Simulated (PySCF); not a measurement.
# Indirect couplings

Geometry (Å), atoms numbered from 1 in this order:
```xyz
17

C    -1.6251    1.4448    0.6680
N    -1.0481    0.1379    0.4964
C    -1.8170   -0.8057   -0.2657
C     0.3254    0.0560    0.3523
C     1.3089    0.9586    0.8908
C     2.5205    0.4503    0.5300
O     2.3765   -0.6743   -0.1813
C     1.0451   -0.9146   -0.3058
H    -1.5601    2.0812   -0.2397
H    -2.6866    1.3415    0.9370
H    -1.1325    1.9803    1.4923
H    -1.7404   -0.6503   -1.3633
H    -1.4788   -1.8312   -0.0475
H    -2.8767   -0.7372    0.0190
H     1.1383    1.8606    1.4724
H     3.5396    0.7842    0.7099
H     0.7660   -1.7972   -0.8713
```

Indirect spin–spin couplings were computed at B3LYP/pcJ-1 (spin–dipole term only in couplings to heteroatoms) (PySCF 2.14.0 with density-fitted response routines) on a PBE0-D3(BJ)/def2-SVP structure, for the isolated molecule, without vibrational or relativistic corrections. Couplings are averaged over pairs made equivalent by symmetry, fast rotation or ring inversion, so a value needn't be that of the named pair in this geometry, while other rotamers aren't included; one pair stands for each set, and the list holds a selection of those of at least 0.8 Hz over up to four bonds, among pairs with at least one C or N or H atom (others weren't computed).

Isotopes: ¹³C, ¹H, ¹⁷O, ¹⁵N. Couplings to quadrupolar nuclei such as 17O and 33S are rarely resolved in practice.

```
   pair  bonds  J (Hz)
 C1, N2      1   -10.7
 C1, H9      1       ?
 N2, C4      1   -17.3
 C4, C5      1    63.5
 C4, C8      1       ?
 C5, C6      1       ?
C5, H15      1   181.9
 C6, O7      1    26.4
C6, H16      1   209.8
 O7, C8      1    24.6
C8, H17      1   213.2
 C4, C6      2     4.7
C4, H17      2    11.7
 C5, O7      2     2.0
 C5, C8      2       ?
C5, H16      2    14.4
 C6, C8      2       ?
C6, H15      2     9.8
O7, H17      2       ?
H9, H10      2   -12.8
 C1, C5      3     2.6
C1, H12      3       ?
C4, H16      3       ?
C5, H17      3     5.3
C8, H16      3     6.8
 C8, H9      4     0.9
```

**Question.** Estimate the withheld couplings, with signs.

**Answer.** 
- ¹J(C1,H9) = 139.9 Hz (bond length 1.110 Å, sp3 carbon)
- ¹J(C4,C8) = 87.8 Hz (bond length 1.376 Å)
- ¹J(C5,C6) = 77.7 Hz (bond length 1.363 Å)
- ²J(C5,C8) = 6.5 Hz (angle at C4 105°)
- ²J(C6,C8) = 1.5 Hz (angle at O7 108°)
- ²J(O7,H17) = -20.6 Hz (angle at C8 116°)
- ³J(C1,H12) = 4.8 Hz (mean over equivalent pairs that range from 0.0 to 10.8 Hz in this conformer)
- ³J(C4,H16) = 6.5 Hz (dihedral angle 180°)
